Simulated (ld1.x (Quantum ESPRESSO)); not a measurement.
chromium (Cr): excitation energies, all-electron against TM semilocal

chromium, norm-conserving Troullier–Martins (semilocal form), made with ld1.x (Quantum ESPRESSO) 7.5 (LDA (PZ), scalar-relativistic). Core [Ne], reference 3s2 3p6 3d4 4s0 4p0 (charge +2). Waves: 3s (bound): rc 1.10 bohr; 3p (bound): rc 1.40 bohr; 3d (bound): rc 1.60 bohr. Local part: the d channel. Core correction: none.

Energies are relative to the spin-unpolarised reference configuration 3s2 3p6 3d4 4s0 4p0; without spin polarisation the order of configurations can differ from experiment. Spin-polarised rows fill each open shell by Hund’s rule, majority spin first. The frozen-core shift is the all-electron ΔE with the core orbitals held at their reference shape minus the fully relaxed ΔE.

```tsv
valence configuration	charge	ΔE all-electron (eV)	error AE − PS (meV)	frozen-core shift (meV)
3s2 3p6 3d5 4s0 4p0	+1	-16.343	-14	+1.7
3s2 3p6 3d3 4s0 4p0	+3	31.026	+17	-2.5
3s2 3p6 3d4 4s1 4p0	+1	-15.232	+204	-1.0
3s2 3p6 3d5.5 4s0.5 4p0	0	-22.766	+24	+1.5
3s2 3p6 3d5 4s0.5 4p0	+0.5	-20.665	+51	+1.1
3s2 3p5 3d5 4s1 4p0	+1	27.986	+188	+16
3s2 3p6 3d4 4s0 4p0 (spin-polarised)	+2	-3.391	+317	+5.7
3s2 3p6 3d5 4s1 4p0 (spin-polarised)	0	-28.400	+460	+6.7
```

**Question.** What are ΔE and the potential's error for 3s2 3p6 3d5 4s1 4p0?

**Answer.** ΔE = -23.483 eV all-electron; the error (AE − PS) is +100 meV.

A variational frozen-core shift is positive and of second order in the change. This column holds negative values, so the frozen-core run of ld1.x carries numerical noise or an error of first order here, and the column gives no more than the rough size of the effect.
